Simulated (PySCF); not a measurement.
System: difluoroboranylsilane, sum formula BSiH3F2, charge 0, multiplicity 1. SMILES: FB(F)[SiH3]
Geometry from a B3LYP-D3(BJ)/def2-TZVP (Ansatz) optimisation:
```
Si
H 1 1.4797
H 1 1.4822 2 109.58
H 1 1.4825 2 109.48 3 -119.01
B 1 2.0346 2 111.07 4 -120.32
F 5 1.3238 1 122.80 2 2.52
F 5 1.3250 6 116.13 1 -179.85
```
Charge 0, spin multiplicity 1.

Dispersion corrections to the total energy (kcal/mol) from the dftd3 and dftd4 libraries through PySCF: D3(BJ) without and D4 with the three-body term, each with the damping fitted for the functional named.

```
functional  D3(BJ)     D4
----------  ------  -----
B2GP-PLYP    -1.84  -1.01
LC-wPBE      -2.28  -2.72
r2SCAN         [?]  -0.57
CAM-B3LYP      [?]  -2.06
PBE          -2.35    [?]
HF          -20.28  -8.85
HSE06        -1.59  -1.89
```

Q: What belongs in the gaps?

A: 
- r2SCAN, D3(BJ): -0.63
- CAM-B3LYP, D3(BJ): -1.91
- PBE, D4: -2.43
